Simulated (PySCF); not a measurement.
C₃H₂N (SMILES C=[C-]C#N), charge -1, singlet, at a GFN2-xTB geometry (in this run its highest filled SCF level lies above zero, so its values depend strongly on the basis, on diffuse functions most of all); PBE0/6-31G run with PySCF.

Here is a job for PySCF.
```python
from pyscf import gto, scf, dft

mol = gto.M(
    atom='''
C    -0.120595   -1.695859    0.008662
C     0.478959   -0.514868    0.006682
C    -0.036520    0.737111   -0.004464
H    -1.215760   -1.893473    0.001174
H     0.461673   -2.623511    0.018494
N    -0.168140    1.908383   -0.012135
''',
    basis='6-31g',
    charge=-1,
    spin=0,
    verbose=4,
)

mf = dft.RKS(mol)
mf.xc = 'pbe0'
mf.kernel()
```

It wrote (shortened):

```
PySCF version 2.14.0

[INPUT] verbose = 4
[INPUT] num. atoms = 6
[INPUT] num. electrons = 28
[INPUT] charge = -1
[INPUT] spin (= nelec alpha-beta = 2S) = 0
[INPUT] symmetry False subgroup None
[INPUT] Mole.unit = angstrom
[INPUT] Symbol           X                Y                Z      unit          X                Y                Z       unit  Magmom
[INPUT]  1 C     -0.120595000000  -1.695859000000   0.008662000000 AA   -0.227891521992  -3.204709055879   0.016368807691 Bohr   0.0
[INPUT]  2 C      0.478959000000  -0.514868000000   0.006682000000 AA    0.905101334896  -0.972959510303   0.012627149964 Bohr   0.0
[INPUT]  3 C     -0.036520000000   0.737111000000  -0.004464000000 AA   -0.069012798069   1.392937913404  -0.008435737420 Bohr   0.0
[INPUT]  4 H     -1.215760000000  -1.893473000000   0.001174000000 AA   -2.297453433201  -3.578145394259   0.002218538470 Bohr   0.0
[INPUT]  5 H      0.461673000000  -2.623511000000   0.018494000000 AA    0.872435529106  -4.957717274784   0.034948594948 Bohr   0.0
[INPUT]  6 N     -0.168140000000   1.908383000000  -0.012135000000 AA   -0.317738550584   3.606321210776  -0.022931826522 Bohr   0.0

nuclear repulsion = 82.9466777955877
number of shells = 24
number of NR pGTOs = 96
number of NR cGTOs = 40
basis = 6-31g
ecp = {}

******** <class 'pyscf.dft.rks.RKS'> ********
method = RKS
initial guess = minao
damping factor = 0
level_shift factor = 0
DIIS = <class 'pyscf.scf.diis.CDIIS'>
diis_start_cycle = 1
diis_space = 8
diis_damp = 0
SCF conv_tol = 1e-09
SCF conv_tol_grad = None
SCF max_cycles = 50
direct_scf = True
direct_scf_tol = 1e-13
XC library pyscf.dft.libxc version 7.1.2
    S. Lehtola, C. Steigemann, M. J. T. Oliveira, and M. A. L. Marques,  SoftwareX 7, 1–5 (2018)
XC functionals = pbe0
    C. Adamo and V. Barone,  J. Chem. Phys. 110, 6158 (1999)
    M. Ernzerhof and G. E. Scuseria,  J. Chem. Phys. 110, 5029 (1999)
radial grids:
    Treutler-Ahlrichs [JCP 102, 346 (1995); DOI:10.1063/1.469408] (M4) radial grids

becke partition: Becke, JCP 88, 2547 (1988); DOI:10.1063/1.454033
pruning grids: <function nwchem_prune>
grids dens level: 3
symmetrized grids: False
atomic radii adjust function: <function treutler_atomic_radii_adjust>
small_rho_cutoff = 0
Set gradient conv threshold to 3.16228e-05
Initial guess from minao.
tot grids = 75872
init E= -170.39521943228
  HOMO = -0.230411093906905  LUMO = -0.105735333639512  gap/eV = 3.39260
cycle= 1 E= -169.872568916547  delta_E= 0.523  |g|= 0.471  |ddm|=  2.8
  HOMO = 0.117452277964475  LUMO = 0.255947281915017  gap/eV = 3.76864
cycle= 2 E= -169.814716181912  delta_E= 0.0579  |g|=  0.7  |ddm|= 1.73
  HOMO = 0.0558726021549587  LUMO = 0.211409956420165  gap/eV = 4.23239
cycle= 3 E= -169.927058422707  delta_E= -0.112  |g|= 0.221  |ddm|=    1
  HOMO = 0.0331602467760921  LUMO = 0.194790323900534  gap/eV = 4.39818
cycle= 4 E= -169.93932509675  delta_E= -0.0123  |g|= 0.0496  |ddm|= 0.269
  HOMO = 0.0349260888232819  LUMO = 0.193072098203679  gap/eV = 4.30337
cycle= 5 E= -169.939891948154  delta_E= -0.000567  |g|= 0.0187  |ddm|= 0.0698
  HOMO = 0.0337916830950709  LUMO = 0.193903977607062  gap/eV = 4.35688
cycle= 6 E= -169.939974166768  delta_E= -8.22e-05  |g|= 0.00573  |ddm|= 0.022
  HOMO = 0.0340305523468514  LUMO = 0.194135502032564  gap/eV = 4.35668
cycle= 7 E= -169.939983650615  delta_E= -9.48e-06  |g|= 0.000999  |ddm|= 0.00889
  HOMO = 0.0339751438912379  LUMO = 0.194124202176407  gap/eV = 4.35788
cycle= 8 E= -169.939983986343  delta_E= -3.36e-07  |g|= 8.15e-05  |ddm|= 0.00236
  HOMO = 0.0339671403436872  LUMO = 0.194124685545067  gap/eV = 4.35811
cycle= 9 E= -169.939983989079  delta_E= -2.74e-09  |g|= 1.97e-05  |ddm|= 0.000164
  HOMO = 0.0339656288201318  LUMO = 0.194125531053496  gap/eV = 4.35817
cycle= 10 E= -169.939983989228  delta_E= -1.49e-10  |g|= 1.23e-06  |ddm|= 4.93e-05
  HOMO = 0.0339655585961853  LUMO = 0.194125552681465  gap/eV = 4.35818
Extra cycle  E= -169.939983989229  delta_E= -9.95e-13  |g|= 7.69e-07  |ddm|= 4.75e-06
converged SCF energy = -169.939983989229
```
